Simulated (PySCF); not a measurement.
Cartesian coordinates in Å; atom numbers follow the order of the lines, from 1:
```xyz
14

C    -3.271   -0.483   -0.768
C    -1.878   -0.257   -0.470
C    -0.717   -0.077   -0.208
C     0.639    0.138    0.090
C     1.412   -0.365    1.106
C     2.701    0.184    0.923
C     2.619    0.974   -0.183
O     1.381    0.954   -0.696
H    -3.418   -1.502   -1.129
H    -3.873   -0.337    0.129
H    -3.603    0.215   -1.536
H     1.092   -1.036    1.877
H     3.567    0.014    1.530
H     3.348    1.578   -0.687
```

Level of theory: GIAO PBE0/pcSseg-1 shieldings, geometry from GFN2-xTB, in PySCF 2.14 (relativity neglected, rapidly exchanging positions averaged, isolated molecule, a single conformation).

Problem. Predict the 2D correlation tables (HSQC, COSY, HMBC).

Solution. 

HSQC (one-bond C–H):
| δH | δC |
| --- | --- |
| 7.40 (H14) | 147.2 (C7) |
| 6.85 (H12) | 123.7 (C5) |
| 6.62 (H13) | 117.7 (C6) |
| 2.30 (H9/H10/H11) | 5.8 (C1) |

COSY cross peaks (H two or three bonds apart, from the bond graph; peaks can be absent where the dihedral angle is near 90°):
| δH | δH |
| --- | --- |
| 7.40 (H14) | 6.62 (H13) |
| 6.85 (H12) | 6.62 (H13) |

HMBC (two and three bonds, from the bond graph):
| δH | δC |
| --- | --- |
| 7.40 (H14) | 143.3 (C4), 123.7 (C5), 117.7 (C6) |
| 6.85 (H12) | 147.2 (C7), 143.3 (C4), 117.7 (C6), 77.3 (C3) |
| 6.62 (H13) | 147.2 (C7), 143.3 (C4), 123.7 (C5) |
| 2.30 (H9/H10/H11) | 100.0 (C2), 77.3 (C3) |

Scale: TMS for ¹H (σ = 31.72 ppm), ¹³C (σ = 186.93 ppm) (reference shieldings calculated alike).

Shifts are as computed. Against solution values, carbons near 30 ppm lie about +3 ppm off and those near 130 ppm about +5 ppm. Of 1211 compounds with measured shifts, 218 miss one by over three times the rms of a fit or turn the order of signals round; such compounds aren't used in these exercises.
